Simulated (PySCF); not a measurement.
PySCF input for ClH₅OSi₂, SMILES O[Si@@H]([SiH3])Cl, TDA-LC-ωPBE/def2-SVPD. Coordinates come from a B3LYP-D3(BJ)/def2-SVP optimisation. The structure was generated by enumeration; whether it is a known compound was not checked. The values are those of a single conformer.

```python
import numpy as np
from pyscf import gto, scf, dft, tdscf

mol = gto.M(
    atom='''
    O     0.70285526    1.78261699   -0.28557148
    Si    0.02478603    0.46068597    0.46096933
    Si   -1.75135648   -0.25057706   -0.88273462
    Cl    1.40088838   -1.11397331    0.56899328
    H     1.45441322    2.20797532    0.14681949
    H    -0.34097005    0.76945754    1.87308185
    H    -1.22552035   -0.59949922   -2.23294620
    H    -2.36739621   -1.45977580   -0.26344810
    H    -2.78648475    0.81692754   -1.00710718
    ''',
    basis='def2-SVPD',
    charge=0,
    spin=0,
    max_memory=1600,
    verbose=4,
)
mf = dft.RKS(mol, xc='lc_wpbe').density_fit(auxbasis='def2-universal-jkfit')
mf.grids.level = 3
mf.conv_tol = 1e-9
mf.max_cycle = 100
mf.kernel()
mf.grids = dft.Grids(mol).set(level=1).build(with_non0tab=True)  # coarser grid for the response kernel
td = tdscf.TDA(mf)
td.singlet = True
td.nstates = 10
td.conv_tol = 1e-4
td.positive_eig_threshold = 1e-6
td.kernel(x0=td.get_init_guess(mf, 15))
td.analyze()
tt = tdscf.TDA(mf)
tt.singlet = False
tt.nstates = 4
tt.conv_tol = 1e-4
tt.positive_eig_threshold = 1e-6
tt.kernel(x0=tt.get_init_guess(mf, 9))
tt.analyze(verbose=3)
```

Output:

```
PySCF version 2.14.0

[INPUT] verbose = 4
[INPUT] num. atoms = 9
[INPUT] num. electrons = 58
[INPUT] charge = 0
[INPUT] spin (= nelec alpha-beta = 2S) = 0
[INPUT] symmetry False subgroup None
[INPUT] Mole.unit = angstrom
[INPUT] Symbol           X                Y                Z      unit          X                Y                Z       unit  Magmom
[INPUT]  1 O      0.702855260000   1.782616990000  -0.285571480000 AA    1.328203946610   3.368657896097  -0.539651886187 Bohr   0.0
[INPUT]  2 Si     0.024786030000   0.460685970000   0.460969330000 AA    0.046838808415   0.870570312730   0.871105785524 Bohr   0.0
[INPUT]  3 Si    -1.751356480000  -0.250577060000  -0.882734620000 AA   -3.309584093682  -0.473522016499  -1.668126672472 Bohr   0.0
[INPUT]  4 Cl     1.400888380000  -1.113973310000   0.568993280000 AA    2.647295369286  -2.105104465975   1.075241465918 Bohr   0.0
[INPUT]  5 H      1.454413220000   2.207975320000   0.146819490000 AA    2.748442657747   4.172468644599   0.277448625848 Bohr   0.0
[INPUT]  6 H     -0.340970050000   0.769457540000   1.873081850000 AA   -0.644340011179   1.454064015082   3.539611705394 Bohr   0.0
[INPUT]  7 H     -1.225520350000  -0.599499220000  -2.232946200000 AA   -2.315897821581  -1.132889337690  -4.219656768888 Bohr   0.0
[INPUT]  8 H     -2.367396210000  -1.459775800000  -0.263448100000 AA   -4.473730465233  -2.758576465268  -0.497844757037 Bohr   0.0
[INPUT]  9 H     -2.786484750000   0.816927540000  -1.007107180000 AA   -5.265693027777   1.543769314215  -1.903156748283 Bohr   0.0

nuclear repulsion = 274.200383047497
number of shells = 60
number of NR pGTOs = 212
number of NR cGTOs = 138
basis = def2-SVPD
ecp = {}


[settings echo left out]
init E= -1116.70376177744
  HOMO = -0.318706512602162  LUMO = -0.00632161216655414  gap/eV = 8.50043
cycle= 1 E= -1116.68096552572  delta_E= 0.0228  |g|= 0.663  |ddm|= 3.17
  HOMO = -0.353846251247453  LUMO = 0.0367173819944497  gap/eV = 10.62778
cycle= 2 E= -1116.69098938011  delta_E= -0.01  |g|= 0.698  |ddm|= 1.29
  HOMO = -0.402642729784344  LUMO = 0.0470400479524038  gap/eV = 12.23649
cycle= 3 E= -1116.78064662511  delta_E= -0.0897  |g|= 0.0649  |ddm|= 0.548
  HOMO = -0.398072093475039  LUMO = 0.0559783996008765  gap/eV = 12.35534
cycle= 4 E= -1116.78172841714  delta_E= -0.00108  |g|= 0.0221  |ddm|= 0.131
  HOMO = -0.399158153203166  LUMO = 0.0554526182795136  gap/eV = 12.37059
cycle= 5 E= -1116.78189915308  delta_E= -0.000171  |g|= 0.00386  |ddm|= 0.0549
  HOMO = -0.399398597179766  LUMO = 0.0554568932550437  gap/eV = 12.37725
cycle= 6 E= -1116.78190761587  delta_E= -8.46e-06  |g|= 0.000846  |ddm|= 0.0154
  HOMO = -0.399485778592548  LUMO = 0.0554106083233346  gap/eV = 12.37836
cycle= 7 E= -1116.78190827038  delta_E= -6.55e-07  |g|= 0.000196  |ddm|= 0.0039
  HOMO = -0.399478439960393  LUMO = 0.0554203498812877  gap/eV = 12.37843
cycle= 8 E= -1116.78190830721  delta_E= -3.68e-08  |g|= 4.39e-05  |ddm|= 0.00093
  HOMO = -0.399483598195698  LUMO = 0.0554198173858294  gap/eV = 12.37855
cycle= 9 E= -1116.78190830876  delta_E= -1.54e-09  |g|= 1.15e-05  |ddm|= 0.00017
  HOMO = -0.399481324665967  LUMO = 0.0554202531553245  gap/eV = 12.37850
cycle= 10 E= -1116.78190830886  delta_E= -1.05e-10  |g|= 3.26e-06  |ddm|= 5.17e-05
  HOMO = -0.399481734826538  LUMO = 0.0554201760795765  gap/eV = 12.37851
Extra cycle  E= -1116.78190830648  delta_E= 2.38e-09  |g|= 1.49e-06  |ddm|= 1.04e-05
converged SCF energy = -1116.78190830648
tot grids = 36680
Overwritten attributes  positive_eig_threshold  of <class 'pyscf.tdscf.rks.TDA'>


******** <class 'pyscf.tdscf.rks.TDA'> for <class 'pyscf.df.df_jk.DFRKS'> ********
nstates = 10 singlet
deg_eia_thresh = 1.000e-03
wfnsym = None
conv_tol = 0.0001
eigh lindep = 1e-12
eigh level_shift = 0
eigh max_cycle = 100


Excitation energies (eV)
[7.13373093 7.20313297 8.28715069 8.40038096 8.56416703 8.65630301
 8.71500177 8.91297258 8.93691905 9.07791423]

** Singlet excitation energies and oscillator strengths **
Excited State   1:      7.13373 eV    173.80 nm  f=0.0242
      29 -> 30       -0.61052
      29 -> 32       -0.15934
      29 -> 33        0.13294
      29 -> 34        0.15531
Excited State   2:      7.20313 eV    172.13 nm  f=0.0362
      29 -> 31        0.66038
Excited State   3:      8.28715 eV    149.61 nm  f=0.0051
      25 -> 30       -0.11168
      26 -> 30       -0.10144
      27 -> 30       -0.49935
      27 -> 31       -0.12052
      28 -> 30        0.24369
      28 -> 31       -0.16207
      29 -> 33        0.20453
Excited State   4:      8.40038 eV    147.59 nm  f=0.1269
      27 -> 30        0.11955
      28 -> 30       -0.16495
      29 -> 30        0.14634
      29 -> 33        0.58857
      29 -> 34       -0.10858
Excited State   5:      8.56417 eV    144.77 nm  f=0.0259
      27 -> 30       -0.15389
      28 -> 31        0.59899
      28 -> 32        0.12647
      28 -> 45       -0.11532
      29 -> 32       -0.11804
Excited State   6:      8.65630 eV    143.23 nm  f=0.0436
      27 -> 30       -0.24897
      27 -> 31        0.26860
      28 -> 30       -0.41797
      29 -> 32       -0.16777
      29 -> 34        0.16242
      29 -> 39       -0.12295
Excited State   7:      8.71500 eV    142.27 nm  f=0.3509
      26 -> 30       -0.13500
      26 -> 31        0.20490
      27 -> 30       -0.14423
      28 -> 30       -0.19938
      29 -> 30       -0.13965
      29 -> 32        0.50794
Excited State   8:      8.91297 eV    139.11 nm  f=0.0081
      24 -> 30       -0.15266
      26 -> 30       -0.32178
      29 -> 32       -0.13544
      29 -> 34       -0.17617
      29 -> 35        0.14513
      29 -> 36       -0.42845
Excited State   9:      8.93692 eV    138.73 nm  f=0.1651
      25 -> 31        0.16457
      26 -> 30       -0.21430
      26 -> 31        0.25789
      27 -> 31       -0.16149
      28 -> 30       -0.18117
      29 -> 32       -0.25616
      29 -> 33       -0.10089
      29 -> 35       -0.18548
      29 -> 36        0.24102
      29 -> 37       -0.12398
      29 -> 39        0.10302
Excited State  10:      9.07791 eV    136.58 nm  f=0.0064
      24 -> 30       -0.27509
      24 -> 31        0.17864
      24 -> 34        0.12790
      25 -> 31       -0.25178
      25 -> 36        0.11708
      26 -> 30        0.14001
      26 -> 31        0.25790
      26 -> 32        0.13726
      26 -> 34       -0.12267
      27 -> 31        0.18319
      29 -> 32       -0.10191
      29 -> 34       -0.10727

** Transition electric dipole moments (AU) **
state          X           Y           Z        Dip. S.      Osc.
  1         0.0446      0.0079      0.3690      0.1382      0.0242
  2        -0.3601      0.2306     -0.1487      0.2049      0.0362
  3        -0.1394      0.0312     -0.0687      0.0251      0.0051
  4        -0.4240     -0.3094     -0.5842      0.6168      0.1269
  5        -0.2445      0.0513      0.2471      0.1235      0.0259
  6         0.1188      0.0338      0.4360      0.2054      0.0436
  7        -1.0132     -0.3645     -0.6957      1.6435      0.3509
  8         0.1200      0.1500     -0.0120      0.0370      0.0081
  9         0.7758     -0.2203      0.3218      0.7539      0.1651
 10         0.0943      0.1410      0.0111      0.0289      0.0064

** Transition velocity dipole moments (imaginary part, AU) **
state          X           Y           Z        Dip. S.      Osc.
  1         0.0295      0.0061      0.0143      0.0011      0.0028
  2        -0.0605     -0.0077     -0.0676      0.0083      0.0209
  3        -0.0416      0.0387     -0.0362      0.0045      0.0099
  4        -0.1232     -0.0919     -0.1602      0.0493      0.1064
  5        -0.0738     -0.0093      0.0889      0.0134      0.0285
  6         0.0385      0.0077      0.1286      0.0181      0.0379
  7        -0.3313     -0.1123     -0.1999      0.1623      0.3378
  8         0.0383      0.0381      0.0243      0.0035      0.0071
  9         0.2097     -0.0500      0.0946      0.0554      0.1125
 10         0.0191      0.0392      0.0053      0.0019      0.0039

** Transition magnetic dipole moments (imaginary part, AU) **
state          X           Y           Z
  1         0.3439     -0.8478      0.1786
  2        -0.6144     -0.3179      0.3289
  3        -0.6226      0.1342     -0.9987
  4         0.5387      0.5640     -0.0365
  5         0.1136      0.3896      0.0739
  6        -0.3063      0.9106     -0.1377
  7        -0.1427      0.3725      0.0004
  8         0.4250     -0.3380      0.1339
  9        -0.5045     -0.4901      1.1155
 10        -0.8186     -0.1859     -0.1263


******** <class 'pyscf.tdscf.rks.TDA'> for <class 'pyscf.df.df_jk.DFRKS'> ********
nstates = 4 triplet
deg_eia_thresh = 1.000e-03
wfnsym = None
conv_tol = 0.0001
eigh lindep = 1e-12
eigh level_shift = 0
eigh max_cycle = 100


Excitation energies (eV)
[6.20090652 6.22517426 7.33677449 7.72144391]

** Triplet excitation energies and oscillator strengths **
Excited State   1:      6.20091 eV    199.95 nm  f=0.0000
Excited State   2:      6.22517 eV    199.17 nm  f=0.0000
Excited State   3:      7.33677 eV    168.99 nm  f=0.0000
Excited State   4:      7.72144 eV    160.57 nm  f=0.0000
```

Self-consistency was reached.
